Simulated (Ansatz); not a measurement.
**Four-centre ligand exchange**

Start structure (CH6BBr, singlet), relaxed at PBE0-D4/def2-TZVP:

| atom | x (Å) | y (Å) | z (Å) |
| --- | --- | --- | --- |
| B1 | -0.3867 | -1.7877 | -0.4615 |
| Br2 | 0.3544 | -1.8744 | -2.2015 |
| H3 | -1.5262 | -1.4661 | -0.3595 |
| H4 | 0.3139 | -2.0746 | 0.4545 |
| H5 | 0.5536 | 1.0548 | -0.4603 |
| C6 | 0.2489 | 1.4397 | 0.5131 |
| H7 | -0.4290 | 2.2808 | 0.3715 |
| H8 | -0.2594 | 0.6599 | 1.0811 |
| H9 | 1.1306 | 1.7676 | 1.0627 |

The step: BH₂Br ([BH2][Br]) + CH₄ → CH₅B ([BH2][CH3]) + HBr; bonds formed: B1–C6, Br2–H5; bonds broken: B1–Br2, H5–C6. Ansatz 0.2.0; basis: def2-TZVPP and def2-QZVPP; cores frozen in the correlated methods. Filled d shells of the heavier atoms are correlated. The def2 sets are not built for correlating such inner shells, so the correlated values are less sure here. Extrapolation: Hartree–Fock as exp(−7.88 √X), correlation as X^−2.97. Energies below are by CCSD(T) at an estimated basis limit (MP2 extrapolated from triple and quadruple zeta, plus CCSD(T) − MP2 in triple zeta).

**Question.** What are the electronic barrier and the energy of the step, from the start structure to the end structure? (To be estimated.)

**Answer.** The calculation gives: Barrier 1.552 eV; step energy 0.886 eV (uphill); reverse barrier, their difference, 0.666 eV. Barrier and step energy count from the start structure, the reverse barrier from the end structure.

The saddle point: One imaginary mode of 714i cm⁻¹.
```json
{"pair": "B1–C6", "start (Å)": "3.43", "saddle (Å)": "1.68", "end (Å)": "1.56"}
{"pair": "Br2–H5", "start (Å)": "3.41", "saddle (Å)": "1.63", "end (Å)": "1.42"}
{"pair": "B1–Br2", "start (Å)": "1.89", "saddle (Å)": "2.32", "end (Å)": "2.76"}
{"pair": "H5–C6", "start (Å)": "1.09", "saddle (Å)": "1.51", "end (Å)": "3.16"}
```

Zero-point energy (harmonic, PBE0-D4): ZPE is 1.800 eV at the start and 1.760 eV at the saddle, so the barrier goes from 1.552 to 1.512 eV.

No T1 diagnostic of these runs exceeds 0.010. The start structure is not quite a true minimum (one mode of 43i cm⁻¹). The end structure is not quite a true minimum (one mode of 69i cm⁻¹).

Labels in which every atom is bracketed show which atoms are joined, not bond orders.

For scale, one of the runs: CCSD(T)/def2-TZVPP, 194 basis functions, launched by `ansatz run in.yaml --threads 4 --pin off --events-out ev --progress --plain --max-ram 9574MiB`. The run took 59 s on 4 CPU threads of an Intel Xeon (shared host), with 2.3 GiB of host memory at its peak.
